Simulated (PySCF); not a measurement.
A series of related molecules.

All values: PBE0/def2-SVPD (PySCF) at GFN2-xTB geometries, gas phase, one conformer each. Core orbitals are frozen in the response; Δα² is half the sum of the squared differences of the principal polarisabilities.

Problem. Rank by dipole moment, lowest first.
A. `[CH3:1][CH2:2][CH2:3][Si@@H:4]([SH:5])[O:6][CH3:7]` with C1–C2–C3–Si4 63°, C2–C3–Si4–S5 44°, C3–Si4–S5–H 61°, C3–Si4–O6–C7 -175°
B. `[CH3:1][O:2][Si@H:3]([SH:4])[CH2:5][S:6][SiH3:7]` with C1–O2–Si3–S4 -48°, O2–Si3–S4–H -117°, O2–Si3–C5–S6 83°, Si3–C5–S6–Si7 -69°
C. `[CH3:1][O:2][Si@@H:3]([SH:4])[CH2:5][CH:6]=[O:7]` with C1–O2–Si3–S4 50°, O2–Si3–S4–H 170°, O2–Si3–C5–C6 176°, Si3–C5–C6–O7 10°

Solution. A (1.14 D), B (1.92 D), C (2.61 D).

Problem. Rank by mean static polarisability, lowest first.
A. `CCC[Si@@H](S)OC`
B. `CO[Si@H](S)CS[SiH3]`
C. `CO[Si@@H](C)S`
D. `CO[Si@@H](S)CC=O`

Solution. C (11.24 Å³), D (12.99 Å³), A (14.66 Å³), B (17.88 Å³).

Problem. Rank by HOMO energy, lowest first.
A. `CO[Si@@H](C)S`
B. `CCC[Si@@H](S)OC`
C. `CO[Si@H](S)CS[SiH3]`

Solution. B (-7.37 eV), A (-7.16 eV), C (-6.83 eV).

All values together:

| SMILES | change | formula | μ (D) | HOMO (eV) | LUMO (eV) | α (Å³) | Δα (Å³) | electrons | α per electron (Å³) |
| --- | --- | --- | --- | --- | --- | --- | --- | --- | --- |
| CO[Si@@H](C)S | parent | C2H8OSSi | 2.64 | -7.16 | 0.34 | 11.24 | 2.48 | 58 | 0.194 |
| CO[Si@H](S)CS[SiH3] | H on C replaced by SSiH3 | C2H10OS2Si2 | 1.92 | -6.83 | -0.12 | 17.88 | 2.54 | 90 | 0.199 |
| CCC[Si@@H](S)OC | H on C replaced by C2H5 | C4H12OSSi | 1.14 | -7.37 | 0.31 | 14.66 | 3.18 | 74 | 0.198 |
| CO[Si@@H](S)CC=O | H on C replaced by CHO | C3H8O2SSi | 2.61 | -7.24 | -1.10 | 12.99 | 3.03 | 72 | 0.180 |

Conformers: `[CH3:1][O:2][Si@@H:3]([CH3:4])[SH:5]` with C1–O2–Si3–C4 60°, O2–Si3–S5–H 18°; `[CH3:1][O:2][Si@H:3]([SH:4])[CH2:5][S:6][SiH3:7]` with C1–O2–Si3–S4 -48°, O2–Si3–S4–H -117°, O2–Si3–C5–S6 83°, Si3–C5–S6–Si7 -69°; `[CH3:1][CH2:2][CH2:3][Si@@H:4]([SH:5])[O:6][CH3:7]` with C1–C2–C3–Si4 63°, C2–C3–Si4–S5 44°, C3–Si4–S5–H 61°, C3–Si4–O6–C7 -175°; `[CH3:1][O:2][Si@@H:3]([SH:4])[CH2:5][CH:6]=[O:7]` with C1–O2–Si3–S4 50°, O2–Si3–S4–H 170°, O2–Si3–C5–C6 176°, Si3–C5–C6–O7 10°.

Problem. Give the shifts from the parent, `CO[Si@@H](C)S`.

Solution. 
```tsv
SMILES	change in μ (D)	change in HOMO (eV)	change in LUMO (eV)	change in mean α (Å³)
CO[Si@H](S)CS[SiH3]	-0.72	+0.33	-0.46	+6.64
CCC[Si@@H](S)OC	-1.50	-0.21	-0.03	+3.42
CO[Si@@H](S)CC=O	-0.03	-0.08	-1.44	+1.75
```
